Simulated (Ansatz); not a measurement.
Basis-set extrapolation for ClH4N2Si (`[NH][SiH](N)Cl`) radical (PBE0-D4/def2-TZVP geometry, frozen core, Ansatz). Multiplicity 2, UHF reference.

|  | def2-TZVPP | def2-QZVPP |
| --- | --- | --- |
| HF | -859.806292 | -859.834001 |
| MP2 correlation | -0.689683 | -0.748442 |
| CCSD(T) correlation | -0.764322 | not run |

Energies in hartree. Use E(X) = E(∞) + A·exp(−7.88·√X) for Hartree–Fock and E(X) = E(∞) + B·X^(−2.97) for correlation, with X = 3 and 4, and add CCSD(T) minus MP2 of the smaller set to the MP2 limit.

Question: What is the CCSD(T) energy at the basis-set limit?

Answer: HF limit: -859.834001 + (-0.027709) × 0.13774 = -859.83782. MP2 limit: -0.748442 + (-0.058759) × 0.74074 = -0.79197. Higher-order term: -0.764322 − (-0.689683) = -0.07464. Total: -860.70443 hartree, 351.3 kJ/mol below CCSD(T)/def2-TZVPP.
